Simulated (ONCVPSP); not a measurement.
# Before and after: ONCV potential for Si (Z = 14)

```json
{
  "Element": "silicon",
  "Generator": "ONCVPSP 4.0.1",
  "Type": "optimised norm-conserving Vanderbilt (ONCV)",
  "Functional": "PBE",
  "Relativity": "scalar-relativistic",
  "Frozen core": "[He]",
  "Valence charge": "12",
  "Reference configuration": "2s2 2p6 3s2 3p1 (charge +1)",
  "Partial waves": "2s+3s: rc 1.10 bohr, ncon 5, nbas 9, qcut 9.4 1/bohr, 2 projectors; 2p+3p: rc 0.80 bohr, ncon 3, nbas 7, qcut 18.6 1/bohr, 2 projectors",
  "Local potential": "polynomial inside 0.70 bohr (lpopt 4, dvloc0 3 Ha)",
  "Core correction": "Teter function, fcfact 3, rcfact 1.25"
}
```

All-electron outer shells of the reference configuration (PBE, scalar-relativistic, ld1.x):

```tsv
shell	level (eV)	outermost node (bohr)	outermost maximum (bohr)
1s	-1795.62	–	0.07
2s	-149.00	0.15	0.45
2p	-105.08	–	0.39
3s	-19.03	0.72	1.75
3p	-11.66	0.71	2.04
```

Change: p: rc 0.56; local potential polynomial inside 0.56 bohr (lpopt 4, dvloc0 3 Ha).

Cutoffs: the cutoffs (Ha) at which the residual kinetic energy of the hardest occupied pseudo-wave falls to 1 and 0.1 mHa per electron; they do not see the model core or the augmentation charge, which bear on the density cutoff. Errors are all-electron minus pseudo energies relative to the spin-unpolarised reference configuration.

Task: How do hardness, ghosts and transferability respond?

Result: The potential gets harder (125 Ha and 142 Ha → 162 Ha and 483 Ha); of the 4 tests that both files solve, the error grows in 2 and shrinks in 1 by more than 15 % and 0.3 meV (median size 0.7 → 1.1 meV); neither file shows a bound ghost. A smaller radius makes the pseudo-wave follow the all-electron one further in, where it bends more sharply, so more plane waves are needed.

| quantity | base | changed |
| --- | --- | --- |
| cutoff, loose | 125 Ha | 162 Ha |
| cutoff, tight | 142 Ha | 483 Ha |
| loose cutoff by channel | s 32 Ha, p 125 Ha | s 32 Ha, p 162 Ha |
| bound ghosts | none | none |
| GHOST(+) flags under 300 eV | none | none |
| error for 2s2 2p6 3s2 3p2, meV [ΔE -7.74 eV] | +0.2 | +0.4 |
| error for 2s2 2p6 3s2 3p0, meV [ΔE 15.99 eV] | +0.7 | +0.2 |
| error for 2s2 2p6 3s1 3p0, meV [ΔE 49.96 eV] | -1.6 | -2.3 |
| error for 2s2 2p6 3s0 3p4, meV [ΔE 6.04 eV] | +0.7 | +1.7 |
| s: phases at 1.12 bohr within 0.05 rad from the reference energy up to (Ha; the scan ends near 5) | to the end of the scan | to the end of the scan |
| rms error of d²Exc/dni dnj with the model core, mHa | 1.96 | 2.21 |
